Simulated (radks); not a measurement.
Results of a calculation; reference values are marked as such.
Tl37+, configuration [Kr] 4d8.

Code: a radial shooting solver on a logarithmic mesh with Libxc functionals. Model: scalar-relativistic Kohn-Sham, exchange-only LDA, spin-polarised, spherical densities, point nucleus; open shells are filled with parallel spins first (spin-orbit coupling, left out, can overturn this in heavy ions).

Energy parts (eV):
| part | energy |
|---|---|
| total | -528934.43 |
| kinetic | 598708.83 |
| electron-nucleus | -1248516.00 |
| Hartree | 128991.37 |
| exchange | -8118.62 |

Orbitals (lengths in bohr, moments of r in powers of bohr):
orbital,occ.,eigenvalue (eV),<r^4>
1s up,1,-87112.09,3.759e-07
1s down,1,-87111.98,3.759e-07
2s up,1,-16786.50,0.00005456
2s down,1,-16784.19,0.00005456
2p up,3,-14656.78,0.00004494
2p down,3,-14654.80,0.00004494
3s up,1,-5169.818,0.001904
3s down,1,-5168.244,0.001902
3p up,3,-4555.599,0.002090
3p down,3,-4553.926,0.002087
3d up,5,-3926.937,0.001579
3d down,5,-3924.817,0.001577
4s up,1,-2191.996,0.03141
4s down,1,-2186.843,0.03144
4p up,3,-1971.643,0.03785
4p down,3,-1966.578,0.03792
4d up,5,-1727.012,0.04077
4d down,3,-1721.937,0.04088

The highest occupied level is 4d down at -1721.9 eV. Spin moment in Bohr magnetons: 2. The density falls to 0.001 e/bohr^3 at r = 1.05 bohr.
